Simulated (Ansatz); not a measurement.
The same molecule with X = B, Al, Ga. Ansatz, PBE0-D4/def2-TZVP geometries, multiplicity 1.

Scalar relativity is left out up to krypton.

```
 X          molecule  mean X–H bond length / Å  mean X–Se bond length / Å  HOMO energy (B3LYP/def2-TZVPP) / eV  size of the dipole moment (ωB97M-V/def2-TZVPP) / D  HOMO energy (PBE/def2-TZVPP) / eV
 B   `[BH3-][SeH2+]`                     1.205                      2.124                                -8.16                                                3.75                              -7.05
Ga  `[GaH3-][SeH2+]`                     1.575                      2.713                                -7.70                                                3.19                              -6.64
```

Q: Give the row for X = Al, `[AlH3-][SeH2+]`. (An estimate is asked.)

A: Ansatz gave: 
```
 X          molecule  mean X–H bond length / Å  mean X–Se bond length / Å  HOMO energy (B3LYP/def2-TZVPP) / eV  size of the dipole moment (ωB97M-V/def2-TZVPP) / D  HOMO energy (PBE/def2-TZVPP) / eV
Al  `[AlH3-][SeH2+]`                     1.596                      2.668                                -7.64                                                3.61                              -6.56
```

From B to Ga the mean X–H bond length isn't monotonic: highest at Al, lowest at B; the mean X–Se bond length rises at each step, by 0.589 Å in all; the HOMO energy (B3LYP/def2-TZVPP) isn't monotonic: highest at Al, lowest at B; the HOMO energy (PBE/def2-TZVPP) isn't monotonic: highest at Al, lowest at B. Dipoles are sizes alone, and their direction can turn along the series.

B3LYP here is the variant with VWN-RPA as its local correlation; programs differ in this.

Spin–orbit coupling is left out; it splits and shifts lone-pair levels of the heavy atoms by tenths of an eV.
